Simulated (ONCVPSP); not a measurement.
# Transferability test, ONCV potential for Sr

```json
{
  "Element": "strontium",
  "Generator": "ONCVPSP 4.0.1",
  "Type": "optimised norm-conserving Vanderbilt (ONCV)",
  "Functional": "LDA (Perdew-Wang 92)",
  "Relativity": "fully relativistic",
  "Frozen core": "[Ar] 3d10",
  "Valence charge": "10",
  "Reference configuration": "4s2 4p6 5s1.75 (charge +0.25)",
  "Partial waves": "4s+5s: rc 2.35 bohr, ncon 3, nbas 6, qcut 4.4 1/bohr, 2 projectors; 4p: rc 1.55 bohr, ncon 5, nbas 9, qcut 6.3 1/bohr, 2 projectors, debl 1.2 Ha; d scattering state at 0.06 Ha: rc 2.76 bohr, ncon 4, nbas 9, qcut 5.9 1/bohr, 1 projector",
  "Local potential": "polynomial inside 1.20 bohr (lpopt 5, dvloc0 4 Ha)",
  "Core correction": "none"
}
```

Open shells are filled in proportion to 2j + 1.

In the d channel the program set the typed energies aside and used 0.050 Ha (j = l + 1/2; the other j can differ).

Energies are relative to the spin-unpolarised reference configuration 4s2 4p6 5s1.75; without spin polarisation the order of configurations can differ from experiment.

Problem. Give the all-electron excitation energy and the error of the potential for: 4s2 4p6 5s2; 4s2 4p6 5s1; 4s2 4p6 5s0; 4s2 4p5 5s2.

Solution.

```
valence configuration  charge  ΔE all-electron (eV)  error AE − PS (meV)
          4s2 4p6 5s2       0                -1.056                  0.0
          4s2 4p6 5s1      +1                 5.003                 -0.2
          4s2 4p6 5s0      +2                16.179                 -2.4
          4s2 4p5 5s2      +1                27.345                  +27
```
